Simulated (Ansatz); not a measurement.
Cl2F2H2Si2 (`F[Si](F)(Cl)[SiH2]Cl`). Total charge 0; spin multiplicity 1. Geometry: relaxed with PBE0-D4/def2-TZVP. It is one conformer, not always the lowest.

```xyz
8

F    -0.381    1.265    1.832
Si   -0.021   -0.109    1.134
F    -1.119   -1.155    1.586
Cl    1.777   -0.730    1.850
Si    0.058    0.103   -1.189
Cl   -1.775    0.735   -1.859
H     1.086    1.103   -1.559
H     0.375   -1.211   -1.795
```

Task: What is the dipole moment at r2SCAN/def2-TZVPP? (An estimate is asked.)

Result: Computed: 1.66 D, with components (1.14, -0.23, -1.18) D in this frame, pointing from negative to positive charge.

Task: And with PBE, B3LYP, ωB97M-V? (An estimate is asked.)

Result: Ansatz gave: PBE 1.61 D, B3LYP 1.75 D, ωB97M-V 1.73 D.

Task: Give the Mulliken charges with r2SCAN, PBE, B3LYP in def2-TZVPP. (Estimate.)

Result: Computed: 
| atom | r2SCAN | PBE | B3LYP |
| --- | --- | --- | --- |
| F1 | -0.28 | -0.24 | -0.29 |
| Si2 | 0.79 | 0.69 | 0.79 |
| F3 | -0.28 | -0.24 | -0.29 |
| Cl4 | -0.21 | -0.18 | -0.21 |
| Si5 | 0.32 | 0.23 | 0.30 |
| Cl6 | -0.23 | -0.20 | -0.23 |
| H7 | -0.05 | -0.03 | -0.04 |
| H8 | -0.05 | -0.03 | -0.04 |

B3LYP here is the variant with VWN-RPA as its local correlation; programs differ in this.
